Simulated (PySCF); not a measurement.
# Frontier orbitals and the lowest excitations

C₅H₇BO₂.
SMILES with atom numbers: `[CH3:1]/[CH:2]=[CH:3]\[C:4]#[C:5][B:6]([OH:7])[OH:8]` (hydrogens: H9, H10, H11 on C1; H12 on C2; H13 on C3; H14 on O7; H15 on O8)

Cartesian coordinates in Å at the PBE0-D3(BJ)/def2-SVP level; atoms count from 1:
```
atom  x, y, z in Å
C1    -2.504   -0.316    0.054
C2    -2.152    1.075   -0.334
C3    -0.904    1.555   -0.508
C4     0.277    0.786   -0.342
C5     1.297    0.127   -0.198
B6     2.602   -0.671   -0.046
O7     3.806   -0.157   -0.434
O8     2.569   -1.918    0.484
H9    -1.610   -0.928    0.236
H10   -3.104   -0.798   -0.737
H11   -3.129   -0.320    0.962
H12   -2.983    1.772   -0.495
H13   -0.773    2.604   -0.797
H14    3.725    0.731   -0.794
H15    3.453   -2.302    0.518
```

Method: PySCF 2.14.0, density-fitted response routines, TDDFT B3LYP/def2-SVPD, vertical, gas phase, core orbitals frozen in the response.

Frontier orbitals with the atoms that hold most of them (Löwdin shares over 4%, at most four atoms; ? is withheld):

```
orbital  ε (eV)                           atoms
 LUMO+2    0.21  C4 14%, C5 14%, O8 12%, B6 11%
 LUMO+1   -0.15  B6 42%, O7 16%, H14 12%, O8 7%
   LUMO       ?                               ?
   HOMO   -6.74  C5 24%, C2 22%, C3 18%, C4 18%
 HOMO-1   -7.63                               ?
 HOMO-2   -9.13  O8 28%, C4 16%, C3 15%, O7 10%
 HOMO-3   -9.15  O7 32%, O8 19%, C4 12%, C3 10%
```

(1) Give the leading atoms of the LUMO.

(2) Which atoms hold the HOMO-1, and with what shares?

(3) What is the LUMO energy, and the HOMO–LUMO gap?

Answers

(1) C2 (bonded to 2 C and H) 24%; C5 (bonded to B and C) 17%; C4 (bonded to 2 C) 15%; C3 (bonded to 2 C and H) 15%.

(2) C5 (bonded to B and C) 40%; C4 (bonded to 2 C) 39%; C3 (bonded to 2 C and H) 6%.

(3) ε(LUMO) = -1.52 eV; the gap is 5.22 eV (0.1918 hartree).

**Question.** The HOMO–LUMO gap is 5.22 eV. Where does the response calculation put the lowest singlet, and from which orbitals?

**Answer.** S1 is at 4.72 eV (f = 0.0096), 0.50 eV below the gap, made of HOMO-1→LUMO (95%). Its leading pair isn't HOMO and LUMO; the energies of that pair differ by 6.11 eV. 

**Question.** Give energy, strength and leading configuration of S1, S2 and S6, and follow the Löwdin shares of the leading atoms from the occupied to the empty orbital.

**Answer.** 
- S1 (4.72 eV, f 0.0096), HOMO-1→LUMO (95%): C5 40% → 17%, C4 39% → 15%, C2 at most 4% → 24%
- S2 (4.95 eV, f 0.386), HOMO→LUMO (83%): C5 24% → 17%, C2 22% → 24%
- S6 (6.67 eV, f 0.164), HOMO-1→LUMO+1 (80%): C5 40% → at most 8%, C4 39% → at most 8%, B6 at most 4% → 42%, O7 at most 4% → 16%

Hardware: one thread of an Intel Xeon at 2.50 GHz, no GPU, on a shared host. Cost: 6.8 min wall, 0.91 GiB resident at most.

One conformer stands for the species.
